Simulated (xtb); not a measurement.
B(OH)2(SMe) (CH5BO2S), SMILES B(O)(SC)O. All values are semi-empirical tight-binding results from xtb (GFN2-xTB unless named), good for trends rather than for accurate numbers. The structure is a stationary point at GFN2-xTB. Other conformers were not sampled.

Optimised geometry:

Bonds (Å): B1–O2 1.352, B1–O4 1.357, B1–S6 1.809, O2–H3 0.957, O4–H5 0.957, S6–C7 1.828, C7–H8 1.084, C7–H9 1.084, C7–H10 1.084. Bond angles (°): O2–B1–O4 125.3, O2–B1–S6 117.0, O4–B1–S6 117.7, B1–O2–H3 118.6, B1–O4–H5 117.9, B1–S6–C7 100.9, S6–C7–H8 109.4, S6–C7–H9 106.6, S6–C7–H10 109.4, H8–C7–H9 110.6, H8–C7–H10 110.3, H9–C7–H10 110.6.
Charge 0, spin multiplicity 1.

Computed properties:
```json
{
  "point_group_as_xtb_finds_it": "Cs",
  "orbital_gap": "5.11 eV",
  "zero_point_energy": "43.7 kcal/mol",
  "G − E(el) at 298.15 K (modified RRHO)": "24.3 kcal/mol",
  "static polarisability (D4 model)": "57.0 bohr³",
  "solvation energy, GFN2-xTB/ALPB(water)": "-9.3 kcal/mol",
  "solvation energy, GFN2-xTB/ALPB(chcl3)": "-6.9 kcal/mol"
}
```

Computed atomic charges and the Wiberg bond orders between heavy atoms:
charges (e) B1 0.49, O2 -0.48, H3 0.30, O4 -0.49, H5 0.30, S6 -0.25, C7 -0.06, H8 0.06, H9 0.07, H10 0.06. Bond orders B1–O2 1.16, B1–O4 1.15, B1–S6 1.06, S6–C7 1.00.
